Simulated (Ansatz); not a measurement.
Reaction (redistribution): `[SiH3]B1C[SiH2]1` + `FB(F)N[SiH3]` → `F[SiH]1CB1[SiH3]` + `FBN[SiH3]`

Computed with Ansatz on PBE0-D4/def2-TZVP structures; ΔE is electronic, products minus reactants. CCSD(T)/CBS is the MP2 limit (def2-TZVPP, def2-QZVPP) plus CCSD(T) − MP2 in def2-TZVPP, frozen cores. Functionals use def2-TZVPP. B3LYP here is the variant with VWN-RPA as its local correlation; programs differ in this. One conformer a species, not always the lowest.

| level | ΔE (kJ/mol) |
| --- | --- |
| r2SCAN-D4 | 8.1 |
| B3LYP-D4 | 6.2 |
| HF/def2-TZVPP | 17.0 |
| SCS-MP2/def2-TZVPP | 3.7 |
| CCSD/def2-TZVPP | 10.3 |
| HF/def2-QZVPP | 15.0 |
| HF/CBS(def2) | 14.8 |
| CCSD/CBS(def2) | 5.4 |

Question: What does CCSD(T)/CBS give? (An estimate is asked.)

Answer: The calculation gave: +3.9 kJ/mol. The listed levels differ from it by 4.2, 2.3, 13.1, -0.2, 6.4, 11.1, 10.9, 1.5 kJ/mol.

Largest T1 diagnostic among the species: 0.014.

From PBE to PBE0 (25 % exact exchange), in def2-TZVPP and without D4, ΔE moves by +4.5 kJ/mol. In def2-TZVPP, CCSD(T) changes the Hartree–Fock value by −8.2 kJ/mol (the triples alone add −1.5 kJ/mol) and MP2 by −13.8 kJ/mol.
